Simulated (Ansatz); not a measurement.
Ansatz (a quantum-chemistry and plane-wave program) input (RPA@PBE/cc-pV(Q+d)Z):
A basis named .json is the Basis Set Exchange file of that set.

Ansatz 0.2 input:
```yaml
crystal:
  periodic: [false, false, false]
  atoms:
    - {symbol: Si, position_ang: [-0.02113666, -0.35177225, -0.08713389]}
    - {symbol: Cl, position_ang: [0.01003046, 1.24208377, -1.40733697]}
    - {symbol: Cl, position_ang: [-0.07291499, 0.44949154, 1.82094743]}
    - {symbol: C, position_ang: [-1.54859361, -1.31412013, -0.36319430]}
    - {symbol: C, position_ang: [1.52990028, -1.34418387, -0.28987956]}
    - {symbol: H, position_ang: [-2.53330159, -0.86779898, -0.29375189]}
    - {symbol: H, position_ang: [-1.53136727, -2.37072013, -0.60514448]}
    - {symbol: H, position_ang: [1.59019601, -1.74874737, -1.30198514]}
    - {symbol: H, position_ang: [1.54386915, -2.17258789, 0.42096340]}
    - {symbol: H, position_ang: [2.40771417, -0.72229065, -0.11314216]}
basis:
  gaussian:
    orbitals: cc-pV_Q+d_Z.json
hamiltonian:
  xc: pbe
magnetization: {spin_polarized: true, initial_magnetization: 1}
correlation: {method: rpa, electrons: outside_noble_gas}
```

Output:

```
Functional definition: PBE
integrals: 3.67 GiB planned
2674 factors; integrals over basis functions are off by at most 1.1e-3 eV
mean field: 4.85 GiB planned
mean field evaluation 1: about -35039.1796 eV, gradient 6.9e1 eV
mean field evaluation 2: about -35039.1763 eV, gradient 6.9e1 eV
mean field evaluation 4: about -35062.2767 eV, gradient 2.5e1 eV
mean field evaluation 8: about -35065.8654 eV, gradient 5.1e-1 eV
mean field evaluation 16: about -35065.8666 eV, gradient 3.3e-3 eV
mean field evaluation 32: about -35042.4221 eV, gradient 5.6e1 eV
mean field evaluation 64: about -35057.9548 eV, gradient 3.9e0 eV
mean field -35065.86662597 eV, -1288.6468300062 hartree, gradient 2.3e-6 eV, S^2 0.753473; 2 other end points of the search recorded, 0 dependent functions left out
17 core orbitals not correlated
reference -35013.54802129 eV, -1286.7241567473 hartree; 16, 15 occupied and 419, 420 virtual orbitals, 2674 factors
Total energy: -35054.73733582 eV, -1288.2378361371 hartree
```

It need not be the lowest isomer of its formula.
